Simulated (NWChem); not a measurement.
# CH3O2 cation; SMILES C(=O)[OH2+]

```xyz
6

O     -0.2757     1.2351    -0.0725
C      0.4625     0.3609    -0.0140
O     -0.1677    -1.0858     0.0368
H      1.5542     0.2066    -0.0011
H      0.3223    -1.8936     0.2929
H     -1.1415    -1.1597     0.1267
```
Atoms are numbered in this order, from 1.

Program: NWChem. Pople sets run with spherical d functions. Geometry: optimised at PBE0/def2-SVP. Vzz is the largest principal value of the second derivative of the potential at the nucleus (NWChem prints the opposite sign); η is the asymmetry. Non-relativistic.

| level | Vzz O1 (a.u.) | η O1 | Vzz O3 (a.u.) | η O3 |
|---|---|---|---|---|
| CAM-B3LYP/cc-pVTZ | 1.257 | 0.93 | -1.930 | 0.13 |
| CAM-B3LYP/6-31G* | -1.226 | 0.75 | -1.872 | 0.16 |
| Hartree-Fock/6-31G* | -1.453 | 0.71 | ? | 0.16 |
| Hartree-Fock/def2-TZVP | -1.446 | 0.98 | -2.036 | 0.14 |

Some entries are withheld; supply them.


- Hartree-Fock/6-31G*, Vzz O3 (a.u.): -1.967
